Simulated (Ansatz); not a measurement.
`[OH][Sn][Br]` and `[NH2][Sn][Br]` differ in one atom or group.

Ansatz, PBE0-D4/def2-TZVP geometries, multiplicity 1. Each molecule was computed in one conformer, which needn't be the lowest.

Elements past krypton have def2 core potentials. Scalar relativity is left out up to krypton. Spin–orbit coupling is left out; it splits and shifts lone-pair levels of the heavy atoms by tenths of an eV.

| property | `[OH][Sn][Br]` |
| --- | --- |
| HOMO–LUMO gap (ωB97M-V/def2-TZVPP) / eV | 8.69 |
| HOMO energy (B3LYP/def2-TZVPP) / eV | -7.30 |
| HOMO–LUMO gap (B3LYP/def2-TZVPP) / eV | 4.49 |
| LUMO energy (PBE0/def2-TZVPP) / eV | -2.59 |
| ideal-gas entropy at 298 K and 1 bar (rigid rotor, harmonic PBE0-D4/def2-TZVP) / J/(mol·K) | 316 |
| LUMO energy (B3LYP/def2-TZVPP) / eV | -2.82 |

Task: What does the change do to each property? (Best estimate.)

Result: Computed: 
```json
{"property": "HOMO–LUMO gap (ωB97M-V/def2-TZVPP) / eV", "`[NH2][Sn][Br]`": "8.97", "shift": "0.28"}
{"property": "HOMO energy (B3LYP/def2-TZVPP) / eV", "`[NH2][Sn][Br]`": "-7.18", "shift": "0.12"}
{"property": "HOMO–LUMO gap (B3LYP/def2-TZVPP) / eV", "`[NH2][Sn][Br]`": "4.80", "shift": "0.31"}
{"property": "LUMO energy (PBE0/def2-TZVPP) / eV", "`[NH2][Sn][Br]`": "-2.17", "shift": "0.42"}
{"property": "ideal-gas entropy at 298 K and 1 bar (rigid rotor, harmonic PBE0-D4/def2-TZVP) / J/(mol·K)", "`[NH2][Sn][Br]`": "321", "shift": "5"}
{"property": "LUMO energy (B3LYP/def2-TZVPP) / eV", "`[NH2][Sn][Br]`": "-2.38", "shift": "0.44"}
```

With PBE0 the HOMO rises by 0.12 eV and the LUMO rises by 0.42 eV, so the gap widens by about 0.30 eV. PBE moves the HOMO by 0.08 eV and ωB97M-V by 0.12 eV. The zero-point energy changes by 31.6 kJ/mol with +3 modes.

B3LYP here is the variant with VWN-RPA as its local correlation; programs differ in this.
